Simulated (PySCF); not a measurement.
# Single point on TlIn

State: ³Π (triplet), unpaired electrons σ ↑, π ↑.

An equivalent input (the run itself took its basis sets from the Basis Set Exchange, started from a PBE0 density and held the occupation σ 9α 8β, πx 5α 4β, πy 4α 4β, δx 2α 2β, δy 2α 2β):

```python
from pyscf import gto, dft
mol = gto.M(atom='Tl 0 0 0; In 0 0 3.104', basis={'Tl': 'def2-SVP', 'In': 'def2-SVP'}, ecp={'Tl': 'def2-SVP', 'In': 'def2-SVP'},
            charge=0, spin=2, verbose=4, symmetry='C2v')
mf = dft.UKS(mol, xc='TPSSH')
mf.grids.atom_grid = (80, 434)
mf.grids.prune = dft.gen_grid.treutler_prune
mf.irrep_nelec = {'A1': (11, 10), 'A2': (2, 2), 'B1': (5, 4), 'B2': (4, 4)}
mf.conv_tol = 1e-9
mf.max_cycle = 60
mf.diis_space = 10
mf.kernel()
```

The log (some set-up lines and the per-cycle HOMO/LUMO lines removed):

```
******** <class 'pyscf.dft.uks_symm.SymAdaptedUKS'> ********
method = SymAdaptedUKS
damping factor = 0
level_shift factor = 0
DIIS = <class 'pyscf.scf.diis.CDIIS'>
diis_start_cycle = 1
diis_space = 10
diis_damp = 0
SCF conv_tol = 1e-09
SCF conv_tol_grad = None
SCF max_cycles = 60
number electrons alpha = 22  beta = 20
Set gradient conv threshold to 3.16228e-05
init E= -362.522472724909
cycle= 1 E= -362.522976812014  delta_E= -0.000504  |g|= 0.0169  |ddm|= 0.0696
cycle= 2 E= -362.523007267696  delta_E= -3.05e-05  |g|= 0.0122  |ddm|= 0.0505
cycle= 3 E= -362.523078083923  delta_E= -7.08e-05  |g|= 0.00281  |ddm|= 0.0287
cycle= 4 E= -362.523088024876  delta_E= -9.94e-06  |g|= 0.000404  |ddm|= 0.00839
cycle= 5 E= -362.52308819279  delta_E= -1.68e-07  |g|= 0.000126  |ddm|= 0.00128
cycle= 6 E= -362.523088212142  delta_E= -1.94e-08  |g|= 2.38e-05  |ddm|= 0.000303
cycle= 7 E= -362.52308821316  delta_E= -1.02e-09  |g|= 2.58e-06  |ddm|= 0.000114
cycle= 8 E= -362.523088213193  delta_E= -3.26e-11  |g|= 1.87e-06  |ddm|= 2.45e-05
Extra cycle  E= -362.523088213182  delta_E= 1.11e-11  |g|= 3.38e-06  |ddm|= 1.63e-05
converged SCF energy = -362.523088213182  <S^2> = 2.0037075  2S+1 = 3.0024707
```

Repeating this along the bond gives Re = 3.099 Å and ωe = 96.1 cm⁻¹.

A point of this curve took 0.98 CPU seconds beside 0.54 for the integrals, on Oxide Virtual Turin-like (shared host).

Spin–orbit coupling is left out, which matters for elements this heavy, above all for dissociation energies. The state was picked by a PBE0 search and need not be the measured ground state.
